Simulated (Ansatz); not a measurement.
Cost and result for the atomization energy of CH$_{7}$ClOSi$_{2}$ (`[SiH3]CO[SiH2]Cl`) (12 atoms, 11 bonds).

```xyz
12

Si    1.625    0.938   -1.053
C     0.070   -0.053   -0.635
O    -0.117   -0.044    0.777
Si   -1.448   -0.638    1.506
Cl   -1.641   -2.653    1.144
H     1.811    0.918   -2.529
H     2.806    0.326   -0.394
H     1.467    2.341   -0.593
H    -0.799    0.382   -1.147
H     0.171   -1.083   -0.998
H    -2.676   -0.004    0.969
H    -1.269   -0.429    2.954
```

The species carries charge 0 and has multiplicity 1. Geometry: relaxed with PBE0-D4/def2-TZVP. It is one conformer, not always the lowest. Program: Ansatz. All runs use 4 threads of an Arm Neoverse V1 on a shared host. Times are those of one run each, without the atoms' runs, and a repeat can differ threefold. Electronic energies, without spin–orbit coupling; frozen cores. CCSD(T)/CBS adds CCSD(T) − MP2 in def2-TZVPP to the MP2 limit, and its time is that of the two runs behind it. T1 = 0.011. B3LYP takes the VWN-RPA correlation (the form of Gaussian; ORCA's B3LYP/G).

CCSD(T)/CBS is a level of theory with its own doubt, some kJ/mol a heavy atom from the limit and from the frozen cores, so smaller differences don't rank the functionals.

```
                             level  functions  wall time  atomization (kcal/mol)  difference from CCSD(T)/CBS  per bond
   PBE-D4/def2-TZVPP (with forces)        286      3.7 s                   970.4                         -1.5      -0.1
                PBE0-D4/def2-TZVPP        286      5.5 s                   961.0                        -10.9      -1.0
r2SCAN-D4/def2-TZVPP (with forces)        286        8 s                   970.0                         -1.9      -0.2
 B3LYP-D4/def2-TZVPP (with forces)        286      8.5 s                   966.4                         -5.5      -0.5
                 B2PLYP/def2-TZVPP        286      8.5 s                   956.1                        -15.8      -1.4
                ωB97X-V/def2-TZVPP        286       12 s                   975.7                          3.8       0.3
  ωB97M-V/def2-TZVPP (with forces)        286       19 s                   972.9                          1.0       0.1
                    MP2/def2-QZVPP        534       34 s                   970.8                         -1.1      -0.1
                CCSD(T)/def2-TZVPP        286    5.1 min                   945.3                        -26.6      -2.4
                 CCSD(T)/CBS(def2)          –    5.7 min                   971.9                          0.0       0.0
```

The D4 term adds +10.7 kcal/mol with B3LYP and +5.7 kcal/mol with PBE0; it sums over pairs of atoms, weighted by their polarisabilities, and B3LYP, whose exchange is more repulsive, gets the larger term. From PBE to PBE0 (25 % exact exchange), in def2-TZVPP and without D4, the atomization energy moves by −8.4 kcal/mol: exact exchange takes away binding that semilocal exchange gives to molecules. In def2-TZVPP, CCSD(T) changes the Hartree–Fock value by +220.7 kcal/mol (the triples alone add +11.6 kcal/mol) and MP2 by +230.3 kcal/mol; breaking electron pairs costs correlation energy, which Hartree–Fock lacks.
